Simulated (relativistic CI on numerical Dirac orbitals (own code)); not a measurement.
Rh3+: 4p photoemission

Computed with this model: Dirac-Coulomb-Breit CI, separate exchange-only KLI orbitals for each configuration, a model potential for QED, valence Slater integrals scaled by 0.8, multiplet model of photoemission in the sudden approximation; configurations [Kr] 4d6 → [Ar] 3d10 4s2 4p5 4d6; 300 K; Lorentzian 1.68 eV and Gaussian 0.6 eV FWHM. Energies are those of the free ion, without screening or charge transfer. The energies are binding energies and can lie tens of eV above those of solids. S is read from ⟨S²⟩ = S(S + 1).

Field parameters in Wybourne normalisation: Oh B⁴₀ = 21Dq, B⁴₄ = √(5/14) B⁴₀. The field is a parameter set, without covalency.

Peaks in eV (height, largest 100): 94.2 (100), 97.6 (39), 106.6 (11).

Q: Which surroundings give this spectrum?
A. Oh, 10Dq = 37550 cm⁻¹
B. Oh, 10Dq = 6000 cm⁻¹
C. Oh, 10Dq = 27050 cm⁻¹
D. free ion

A: A. Oh, 10Dq = 37550 cm⁻¹, where the ground state has S = 0.02.
